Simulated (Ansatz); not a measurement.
Cl2H2NSi (`[NH][SiH](Cl)Cl`) radical. Charge 0, multiplicity 2.

```xyz
6

N     0.1425    0.2936   -1.3822
Si    0.0455    0.2223    0.3474
Cl   -1.8593   -0.2760    0.8910
Cl    1.3728   -1.1683    1.0377
H    -0.0794   -0.5951   -1.8370
H     0.3779    1.5234    0.9431
```

(1) Give the diagnostics of a CCSD(T)/def2-TZVPP run (frozen core, Ansatz). (An estimate is asked.)

## Answers

(1) Ansatz gave: T1 = 0.0115, largest single amplitude 0.029, largest double 0.019, (T) share of the correlation energy 3.9 %, 11 CCSD cycles. ⟨S²⟩ of the UHF reference is 0.759 against 0.75 for a pure state. T1 lies under the customary mark of 0.045 for open shells.
